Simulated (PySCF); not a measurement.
Positional isomers: butadiene methyl+boryl. All species are isolated molecules in the gas phase. One relaxed conformer stands for each flexible species; it need not be the lowest. Strings in code marks are SMILES.

Quantity: electronic energy of isomers of C5H9B relative to `B/C=C/C=C/C`, in kcal/mol.

A: `BC(=C)C(=C)C`
B: `B/C(C=C)=C/C`
C: `B/C=C/C=C\C`
D: `B/C(C)=C/C=C`
E: `B/C=C(/C)C=C`
F: `BC(=C)/C=C/C`

**Question.** Put the candidates in order of electronic energy of isomers of C5H9B relative to `B/C=C/C=C/C`, lowest first, for PBE-D3(BJ)/def2-TZVP // CAM-B3LYP-D3(BJ)/def2-TZVP (PySCF).

**Answer.** C (1.43 kcal/mol), E (3.17 kcal/mol), D (3.94 kcal/mol), B (6.08 kcal/mol), F (6.49 kcal/mol), A (7.80 kcal/mol)
